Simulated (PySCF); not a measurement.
# From computed data to an observable: chemical shift, span and skew from a shielding tensor

C2H3BN2O, SMILES B1(O)N=CN=C1. Atoms are numbered in the order given.

```xyz
9

O      0.1528     2.0734     0.0000
B      0.0391     0.7437     0.0000
C      1.2079    -0.3644     0.0000
N      0.6395    -1.5142     0.0000
C     -0.7950    -1.2328     0.0000
N     -1.2160    -0.0305     0.0000
H     -0.7123     2.5043     0.0000
H      2.3030    -0.2982     0.0000
H     -1.4508    -2.1156     0.0000
```
Charge 0, spin multiplicity 1.

The structure is a stationary point at PBE0-D3(BJ)/def2-SVP. This is a generated structure with no PubChem entry under its InChIKey; it may be hypothetical. The values are those of a single conformer.

GIAO shieldings from PySCF with PBE/pcSseg-1, non-relativistic, no solvent. The symmetric part of the tensor of C5 has the principal values -102.3, 5.9, 64.3 ppm. The same nucleus in TMS has σ = 182.0 ppm at this level (PySCF, at its B3LYP-D3(BJ)/def2-TZVP geometry).

Work out the isotropic shielding, the ¹³C shift against TMS, the span and the skew.


σ(iso) = (σ11 + σ22 + σ33)/3 = -10.7 ppm. δ = σ(ref) − σ(iso) = 182.0 − (-10.7) = 192.7 ppm.
Span Ω = σ33 − σ11 = 166.6 ppm. Skew κ = 3(σ(iso) − σ22)/Ω = -0.30. Tumbling in solution averages the tensor to δ; in a static solid the shielding alone would spread this spin-1/2 line over Ω.
